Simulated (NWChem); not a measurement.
Everything below was run with NWChem. System: germanium monotelluride (GeTe), charge 0, spin multiplicity 1, at a geometry optimised with B3LYP/def2-SVP with def2 effective core potentials on Te. Level: RHF/def2-TZVP with def2 effective core potentials on Te.

The NWChem input:

```
start mol
memory heap 200 mb stack 900 mb global 1100 mb
geometry units angstroms nocenter noautoz
  Ge     0.000000     0.000000     1.464896
  Te     0.000000     0.000000    -0.901474
  symmetry group C2v
end
basis spherical
  * library def2-tzvp
end
ecp
  Te library def2-ecp
end
scf
  rhf
  nopen 0
  maxiter 100
  thresh 1e-7
  semidirect memsize 60000000 filesize 0
end
task scf energy
```

Part of the output:

```
             Northwest Computational Chemistry Package (NWChem) 7.3.0
             --------------------------------------------------------

                                NWChem Input Module
                                -------------------

 Scaling coordinates for geometry "geometry" by  1.889725989
 (inverse scale =  0.529177249)

 Turning off AUTOSYM since
 SYMMETRY directive was detected!

                             Geometry "geometry" -> ""
                             -------------------------

 Output coordinates in angstroms (scale by  1.889725989 to convert to a.u.)

  No.       Tag          Charge          X              Y              Z
 ---- ---------------- ---------- -------------- -------------- --------------
    1 Ge                  32.0000     0.00000000     0.00000000     1.46489600
    2 Te                  52.0000     0.00000000     0.00000000    -0.90147400

 Effective nuclear repulsion energy (a.u.)     372.1104232793

            Nuclear Dipole moment (a.u.)
            ----------------------------
        X                 Y               Z
 ---------------- ---------------- ----------------
     0.0000000000     0.0000000000     0.0000453534

      Symmetry information
      --------------------

 Group name             C2v
 Group number             16
 Group order               4
 No. of unique centers     2

      Symmetry unique atoms

     1    2


 Summary of "ao basis" -> "" (spherical)
 ------------------------------------------------------------------------------
       Tag                 Description            Shells   Functions and Types
 ---------------- ------------------------------  ------  ---------------------
 *                         def2-tzvp                  on all atoms

 Summary of "ao basis" -> "ao basis" (spherical)
 ------------------------------------------------------------------------------
       Tag                 Description            Shells   Functions and Types
 ---------------- ------------------------------  ------  ---------------------
 Ge                        def2-tzvp                16       48   6s5p4d1f
[...]
 Vector   28  Occ=2.000000D+00  E=-3.229708D-01  Symmetry=b2
              MO Center= -1.4D-30, -3.2D-16, -3.7D-01, r^2= 3.0D+00
   Bfn.  Coefficient  Atom+Function         Bfn.  Coefficient  Atom+Function
  ----- ------------  ---------------      ----- ------------  ---------------
    65      0.459067  2 Te py                59     -0.361730  2 Te py
    62      0.281124  2 Te py                68      0.237981  2 Te py
    20      0.198540  1 Ge py                17      0.190905  1 Ge py

 Vector   29  Occ=0.000000D+00  E= 5.178504D-03  Symmetry=b1
              MO Center=  3.1D-15, -1.7D-29,  9.5D-01, r^2= 4.5D+00
   Bfn.  Coefficient  Atom+Function         Bfn.  Coefficient  Atom+Function
  ----- ------------  ---------------      ----- ------------  ---------------
    19      0.749091  1 Ge px                16      0.334033  1 Ge px
    67     -0.327312  2 Te px                64     -0.254850  2 Te px
    58      0.190475  2 Te px                10     -0.163823  1 Ge px
    61     -0.150614  2 Te px

 Vector   30  Occ=0.000000D+00  E= 5.178504D-03  Symmetry=b2
              MO Center=  1.8D-29,  2.5D-15,  9.5D-01, r^2= 4.5D+00
   Bfn.  Coefficient  Atom+Function         Bfn.  Coefficient  Atom+Function
  ----- ------------  ---------------      ----- ------------  ---------------
    20      0.749091  1 Ge py                17      0.334033  1 Ge py
    68     -0.327312  2 Te py                65     -0.254850  2 Te py
    59      0.190475  2 Te py                11     -0.163823  1 Ge py
    62     -0.150614  2 Te py

 Vector   31  Occ=0.000000D+00  E= 1.154920D-01  Symmetry=a1
              MO Center= -1.4D-16,  2.0D-16, -3.1D-01, r^2= 9.1D+00
   Bfn.  Coefficient  Atom+Function         Bfn.  Coefficient  Atom+Function
  ----- ------------  ---------------      ----- ------------  ---------------
    54     -1.799856  2 Te s                  6      1.774361  1 Ge s
    21     -1.659115  1 Ge pz                69     -1.484338  2 Te pz
    66     -0.454041  2 Te pz                39      0.213208  1 Ge d  0
    50     -0.211017  2 Te s                 51      0.198379  2 Te s
    18     -0.187710  1 Ge pz                82     -0.183900  2 Te d  0

 center of mass
 --------------
 x =   0.00000000 y =   0.00000000 z =  -0.08176801

 moments of inertia (a.u.)
 ------------------
         942.111973279456           0.000000000000           0.000000000000
           0.000000000000         942.111973279456           0.000000000000
           0.000000000000           0.000000000000           0.000000000000

  Mulliken analysis of the total density
  --------------------------------------

    Atom       Charge   Shell Charges
 -----------   ------   -------------------------------------------------------
    1 Ge  32    31.72   2.00  2.00  1.18  0.78  1.04  0.87  5.98  4.41  1.58  0.88  0.87  8.92  1.08  0.01  0.10  0.01
    2 Te  24    24.28   0.28 -0.84  1.56  1.00  1.04  0.86 -0.51  6.47  1.08  2.33  0.94  9.08  0.90  0.07  0.01  0.00

       Multipole analysis of the density wrt the origin
       ------------------------------------------------

     L   x y z        total         open         nuclear
     -   - - -        -----         ----         -------
     0   0 0 0     -0.000000      0.000000     56.000000

     1   1 0 0      0.000000      0.000000      0.000000
     1   0 1 0      0.000000      0.000000      0.000000
     1   0 0 1      0.815326      0.000000     47.699133

     2   2 0 0    -33.245412      0.000000      0.000000
     2   1 1 0      0.000000      0.000000      0.000000
     2   1 0 1      0.000000      0.000000      0.000000
     2   0 2 0    -33.245412      0.000000      0.000000
     2   0 1 1      0.000000      0.000000      0.000000
     2   0 0 2    -31.478291      0.000000    314.872090

 Task  times  cpu:        1.7s     wall:        1.7s

 Total times  cpu:        1.7s     wall:        1.7s
```
